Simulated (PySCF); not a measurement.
```xyz
4

Ga     0.0000     0.0000     0.0000
H     -1.3346    -0.8403     0.0103
H      1.3949    -0.7357    -0.0213
H     -0.0603     1.5759     0.0110
```

Charge 0, multiplicity 1.

Question: Give the Mulliken and meta-Löwdin atomic charges from PBE-D3(BJ)/def2-TZVP (PySCF).

Answer: 
```json
[
 {"atom": "Ga1", "Mulliken (e)": "0.21", "meta-Löwdin (e)": "0.17"},
 {"atom": "H2", "Mulliken (e)": "-0.07", "meta-Löwdin (e)": "-0.06"},
 {"atom": "H3", "Mulliken (e)": "-0.07", "meta-Löwdin (e)": "-0.06"},
 {"atom": "H4", "Mulliken (e)": "-0.07", "meta-Löwdin (e)": "-0.06"}
]
```
